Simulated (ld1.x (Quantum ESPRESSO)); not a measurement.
Which change was made? (Er, TM)

```json
{
 "Element": "Er (Z = 68)",
 "Generator": "ld1.x (Quantum ESPRESSO) 7.5",
 "Type": "norm-conserving Troullier–Martins (Kleinman–Bylander form)",
 "Functional": "PBE",
 "Relativity": "scalar-relativistic",
 "Frozen core": "[Kr] 4d10 4f11",
 "Valence charge": "11",
 "Reference configuration": "5s2 5p6 5d1 6s1 6p0 (charge +1)",
 "Partial waves": "5s (bound): rc 1.40 bohr; 5d (bound): rc 1.95 bohr; 5p (bound): rc 1.60 bohr",
 "Local potential": "the p channel",
 "Core correction": "none"
}
```

Occupied shells without a wave of their own: 6s. They enter only through the test configuration that unscreens the potential.

Cutoffs, loose and tight: the cutoffs (Ry, on a coarse ladder) from which the occupation-weighted sum of valence levels, in a spherical-Bessel basis at the reference potential, stays within 10 and 1 mRy of its value at 400 Ry. They do not see the model core or the augmentation charge, which bear on the density cutoff. Test errors are all-electron minus pseudo excitation energies from the reference, over the configurations 5s2 5p6 5d1 6s2 6p0; 5s2 5p6 5d1 6s0 6p0; 5s2 5p6 5d0 6s0 6p0; 5s2 5p6 5d0 6s2 6p0; 5s2 5p6 5d0 6s2 6p1; 5s2 5p6 5d2 6s0 6p0; 5s2 5p6 5d1.5 6s1.5 6p0; variants that change the core or the reference have their own tests. The largest error is taken over the tests solved by every variant that gives reliable tests at all, those not shown here included: 5s2 5p6 5d0 6s0 6p0; 5s2 5p6 5d0 6s2 6p0; 5s2 5p6 5d1 6s0 6p0.

The base gives: outcome: generated, misses its reference levels by 0.85 eV; cutoff, loose: 80 Ry; cutoff, tight: 140 Ry; bound ghosts: none; largest test error (meV): -1711.

(1) After one change the result is: outcome: generated, misses its reference levels by 0.20 eV; cutoff, loose: 90 Ry; cutoff, tight: 140 Ry; bound ghosts: none; largest test error (meV): -414. Which change was it?
A. all radii scaled by about 1.21 (s 1.70, p 1.94, d 2.36 bohr)
B. all radii scaled by about 0.81 (s 1.14, p 1.30, d 1.58 bohr)
C. all radii scaled by about 1.38 (s 1.94, p 2.20, d 2.70 bohr)
D. all radii scaled by about 1.05 (s 1.46, p 1.68, d 2.04 bohr)
E. all radii scaled by about 0.91 (s 1.26, p 1.46, d 1.76 bohr)

Answers

(1) E. The others give: all radii scaled by about 1.05 (s 1.46, p 1.68, d 2.04 bohr) → outcome: generated, misses its reference levels by 11.26 eV; bound ghosts: not determined; largest test error (meV): +7273 | all radii scaled by about 1.38 (s 1.94, p 2.20, d 2.70 bohr) → outcome: generated; cutoff, loose: 35 Ry; cutoff, tight: 50 Ry; bound ghosts: none; largest test error (meV): -58 | all radii scaled by about 0.81 (s 1.14, p 1.30, d 1.58 bohr) → outcome: generated; cutoff, loose: 90 Ry; cutoff, tight: 160 Ry; bound ghosts: none; largest test error (meV): -302 | all radii scaled by about 1.21 (s 1.70, p 1.94, d 2.36 bohr) → outcome: generated, misses its reference levels by 0.34 eV; cutoff, loose: 50 Ry; cutoff, tight: 90 Ry; bound ghosts: s; largest test error (meV): +604.
